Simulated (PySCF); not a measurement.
## Computed data sheet: `C[NH][AlH-]1[Cl+][AlH2-][Cl+]1`

Species: CH₇Al₂Cl₂N.
Bonds: C1–N2, N2–Al3, Al3–Cl4, Cl4–Al5, Al5–Cl6, Al3–Cl6. Hydrogens: H7, H8, H9 on C1; H10 on N2; H11 on Al3; H12, H13 on Al5.

PBE0-D3(BJ)/def2-SVP geometry optimisation, gas phase (PySCF):

- Rotational constants A, B, C: 2.311, 0.960, 0.748 GHz

wB97X-D/def2-SVPD ground state and vertical TDDFT (core frozen in the response) (PySCF):

* Dipole moment: 1.17 D
* HOMO energy: -8.70 eV
* LUMO energy: 1.08 eV
* HOMO–LUMO gap: 9.78 eV
* Lowest singlet excitation: 6.04 eV (205 nm, f = 0.009)
* Strongest line among the 6 lowest singlet transitions: S2 at 6.32 eV (196 nm, f = 0.092)
* Static isotropic polarisability: 100.1 au
* Electronic spatial extent ⟨r²⟩ about the centre of nuclear charge: 1546 bohr²

Monoisotopic mass (most abundant isotopes): 156.9586 u.

With B = h/(8π²I), that is 505.379 GHz u Å² over I, the principal moments of inertia are 218.7, 526.2 and 675.4 u Å² (most abundant isotopes). The 6 singlets span 6.04 to 7.43 eV, and their oscillator strengths add up to 0.13. S1 lies 3.74 eV below the HOMO–LUMO gap; its leading configuration is HOMO→LUMO+1, weight 0.48, beside HOMO→LUMO+3, weight 0.27. The dipole matches unit charges of opposite sign 0.24 Å apart (1 e·Å = 4.8032 D). The rotational constants make it an asymmetric top with κ = (2B − A − C)/(A − C) = -0.73, nearer the prolate limit (−1). The polarisability is 14.83 Å³ as a volume (1 au = 0.148185 Å³), or 1.25 au for each of the 80 electrons. The principal polarisabilities are 88.8, 92.3 and 119.0 au; their mean is the isotropic value.

For the TDDFT job (wB97X-D/def2-SVPD), on one thread of an Arm Neoverse V1, no GPU (shared host), this took 36 s wall.

Conformer computed: `[CH3:1][NH:2][AlH-:3]1[Cl+:4][AlH2-:5][Cl+:6]1`: C1–N2–Al3–Cl4 128°.

One conformer stands for the species.
